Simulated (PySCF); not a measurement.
## IH₅: breathing scan

Level of theory: r2SCAN/[I def2-TZVP with ECP28, H def2-TZVP], scalar-relativistic core potentials, density fitting, no spin–orbit coupling, PySCF.

Rigid scan from the singlet minimum (I–H 1.651 Å, I–H 1.827 Å (×4); H–I–H 81.9° (×4), H–I–H 88.9° (×4), H–I–H 163.9° (×2)). Coordinate: all bonds to the central atom scaled together. Energies in kJ/mol from the minimum.

(1) Predict the curve at 0.88, 0.92, 0.96, 1.00, 1.04, 1.08, 1.14, 1.22, 1.35.

## Answers

(1) 
```
scale of all bonds to the centre  E (kJ/mol)  dipole size (D)
                            0.88       171.3             0.09
                            0.92        67.8             0.16
                            0.96        15.2             0.20
                            1.00         0.0             0.21
                            1.04        12.2             0.21
                            1.08        44.1             0.18
                            1.14       116.4             0.13
                            1.22       237.5             0.04
                            1.35       447.2             0.09
```

At long bonds a restricted determinant can lie too high, and another spin state can fall below this curve.
